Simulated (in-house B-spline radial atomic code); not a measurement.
Orbital energies and mean radii along the 37-electron series, configuration 1s2 2s2 2p6 3s2 3p6 3d10 4s2 4p6 4d3/2(1). The effective charge is n√(-2ε), a non-relativistic measure. Computed with a B-spline radial code for spherical atoms: Dirac-Hartree-Fock, jj configuration that fills j = l - 1/2 first, finite nuclei.

```
  ion   Z  energy of 3d5/2 (Eh)  mean radius of 3d5/2 (bohr)  energy of 4s1/2 (Eh)  mean radius of 4s1/2 (bohr)  energy of 4p1/2 (Eh)  mean radius of 4p1/2 (bohr)  energy of 3p1/2 (Eh)  mean radius of 3p1/2 (bohr)  effective charge of 3d5/2
La20+  57               -50.597                      0.25783               -27.634                      0.61151               -25.225                      0.62071               -64.429                      0.27146                     30.179
Ce21+  58               -54.102                      0.25153               -29.696                      0.59431               -27.196                       0.6022               -68.546                       0.2649                     31.206
Pr22+  59               -57.719                      0.24553               -31.831                      0.57802                -29.24                      0.58475               -72.798                      0.25862                     32.233
Nd23+  60               -61.446                      0.23982               -34.039                      0.56257               -31.356                      0.56824               -77.187                      0.25259                     33.257
Pm24+  61               -65.285                      0.23436                -36.32                      0.54789               -33.545                      0.55261               -81.714                       0.2468                      34.28
Sm25+  62               -69.235                      0.22915               -38.675                      0.53392               -35.807                      0.53778               -86.381                      0.24123                     35.302
Eu26+  63               -73.297                      0.22417               -41.105                       0.5206               -38.142                      0.52369               -91.188                      0.23588                     36.323
Gd27+  64               -77.469                       0.2194                -43.61                       0.5079               -40.552                      0.51027               -96.137                      0.23072                     37.342
Tb28+  65               -81.752                      0.21483               -46.191                      0.49575               -43.037                      0.49749               -101.23                      0.22575                     38.361
Dy29+  66               -86.146                      0.21044               -48.847                      0.48414               -45.597                      0.48529               -106.47                      0.22096                     39.378
Ho30+  67               -90.651                      0.20623                -51.58                      0.47302               -48.233                      0.47364               -111.85                      0.21634                     40.394
Er31+  68               -95.266                      0.20219               -54.391                      0.46235               -50.945                      0.46248               -117.38                      0.21187                      41.41
Tm32+  69               -99.992                       0.1983                -57.28                      0.45212               -53.735                       0.4518               -123.06                      0.20755                     42.425
Yb33+  70               -104.83                      0.19456               -60.247                      0.44228               -56.602                      0.44156                -128.9                      0.20337                     43.439
Lu34+  71               -109.78                      0.19095               -63.294                      0.43282               -59.548                      0.43172               -134.88                      0.19933                     44.452
```

Q: How does the screening of 3d5/2 change?

A: Z less the effective charge goes from 26.82 at Z = 57 to 26.55 at Z = 71.
